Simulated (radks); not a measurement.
Results of a calculation; reference values are marked as such.
Task: These are the eigenvalues of the occupied orbitals of an atom or ion with whole-number occupations (hartree). Level of theory: scalar-relativistic Kohn-Sham, r2SCAN, spin-polarised, spherical densities, finite nucleus; meta-GGA in the generalised Kohn-Sham scheme; Fermi nuclear charge, rms radius of each element as measured or else 0.836 A^(1/3) + 0.57 fm (a radial shooting solver on a logarithmic mesh with Libxc functionals).

1s up: -1724.417
1s down: -1724.410
2s up: -288.2322
2s down: -288.2308
2p up: -257.6949
2p down: -257.6904
3s up: -68.95376
3s down: -68.95065
3p up: -59.35990
3p down: -59.35549
3d up: -46.36708
3d down: -46.36231
4s up: -19.04263
4s down: -19.03387
4p up: -15.79515
4p down: -15.78672
4d up: -11.21513
4d down: -11.20466
5s up: -6.65410
5s down: -6.59545
5p up: -5.62278
5p down: -5.56453

Which element is it, and in what charge state? The configuration may be excited. Open shells, if any, are filled with parallel spins first.

Result: Z = 62, samarium, charge +9: Sm9+ in [Kr] 4d10 5s2 5p5. The list shows which subshells hold electrons but not how many an open one holds; the 1s level, -1724.4 hartree, gives Z - s = 58.7 by -(Z - s)^2/2, which with screening and relativity narrows Z to a few neighbours, and the depths of the outer levels then fix element, charge and occupations together.
